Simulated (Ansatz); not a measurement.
Cu₄Ag⁺, relaxed as a singlet with RKS PBE-D4/def2-SVP in Ansatz, starting from the GFN1-xTB geometry. Force threshold 0.02 eV/Å.

In the def2 sets Ag takes a core potential; there is no spin–orbit coupling. Another isomer (singlet) lies 0.25 eV lower at PBE0-D4/def2-TZVP; other spin states weren't run for this one.

Start:

Cartesian coordinates in Å:
```
Ag -0.351 -0.588 -0.765
Cu 1.591 0.502 -2.056
Cu 1.215 1.202 0.143
Cu -0.381 0.175 1.668
Cu -2.074 -1.292 1.009
```

**Question.** Estimate the energy that the relaxation releases and the steps that it takes.

**Answer.** 0.7 kcal/mol, in 6 steps; 11 s on 4 threads of Intel Xeon Platinum 8375C on a shared host. No frequencies were taken in this run, so the end may be a saddle point.

**Question.** Does the start keep its bonding and symmetry?

**Answer.** By distances, no bond broke or formed. The bond that changes most is Cu3–Cu4, from 2.44 to 2.52 Å (atoms count from 1). Point group C2 at the start, C2 at the end, both within 0.05 Å.

**Question.** Predict the relaxed structure.

**Answer.** 
```xyz
5

Ag   -0.3480   -0.5879   -0.7625
Cu    1.6810    0.4077   -1.9500
Cu    0.9896    1.3891    0.0284
Cu   -0.1952   -0.0762    1.6966
Cu   -2.1274   -1.1326    0.9876
```
Bond lengths (bridged metal pairs left out): 4 × Ag–Cu 2.51 to 2.55 Å; 3 × Cu–Cu 2.31 to 2.52 Å.
